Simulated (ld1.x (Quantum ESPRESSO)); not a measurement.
## Ga, TM: configuration errors across variants

Ga (Z = 31), norm-conserving Troullier–Martins (Kleinman–Bylander form), made with ld1.x (Quantum ESPRESSO) 7.5 (PBEsol, scalar-relativistic). Core [Ar], reference 3d10 4s1 4p2. Waves: 4p (bound): rc 2.15 bohr; 3d (bound): rc 1.30 bohr; 4s (bound): rc 1.45 bohr. Local part: the s channel. Core correction: Bessel-smoothed model core inside 0.90 bohr.

All-electron excitation energies from the reference (eV): (1) 3d10 4s2 4p1 -6.551; (2) 3d10 4s2 4p0 -0.872; (3) 3d10 4s1 4p0 20.264; (4) 3d10 4s1 4p1 6.533; (5) 3d10 4s0 4p3 6.839; (6) 3d9 4s0 4p0 115.230; (7) 3d10 4s0 4p0 51.385.

A true bound ghost makes a file unfit for plane-wave use even where its test errors are small: the radial tests pick states by their node count and pass the ghost by.

Errors AE − PS in meV (a dash: test not solved or not reliable):

| change | (1) | (2) | (3) | (4) | (5) | (6) | (7) | bound ghosts |
| --- | --- | --- | --- | --- | --- | --- | --- | --- |
| base | -0.3 | -2.7 | -8.3 | -1.4 | -2.3 | -534 | -43 | none |
| wave 4p (bound): rc 2.15 bohr becomes 4p (bound): rc 1.44 bohr | -0.7 | -0.9 | -2.6 | -0.8 | -2.7 | -636 | -34 | p |
| wave 4p (bound): rc 2.15 bohr becomes 4p (bound): rc 1.64 bohr | +0.1 | -1.1 | -6.6 | -1.1 | -1.8 | -575 | -42 | p |
| wave 4p (bound): rc 2.15 bohr becomes 4p (bound): rc 1.92 bohr | -0.2 | -2.5 | -8.2 | -1.3 | -2.2 | -536 | -43 | none |
| wave 4p (bound): rc 2.15 bohr becomes 4p (bound): rc 2.26 bohr | 0.0 | -2.2 | -8.7 | -1.4 | -1.9 | -542 | -44 | none |
| wave 4p (bound): rc 2.15 bohr becomes 4p (bound): rc 2.38 bohr | +0.5 | -1.5 | -9.4 | -1.4 | -1.3 | -555 | -47 | none |
| wave 4p (bound): rc 2.15 bohr becomes 4p (bound): rc 2.64 bohr | +2.0 | +0.7 | -13 | -1.7 | +0.7 | -595 | -59 | none |
| wave 4p (bound): rc 2.15 bohr becomes 4p (bound): rc 3.24 bohr | +6.4 | +4.2 | -28 | -3.0 | +5.5 | -707 | -98 | p |

(1) Give the same row for: wave 4p (bound): rc 2.15 bohr becomes 4p (bound): rc 2.90 bohr.

## Answers

(1) +4.2, +2.8, -19, -2.2, +3.1, -649, -77; bound ghosts: p.
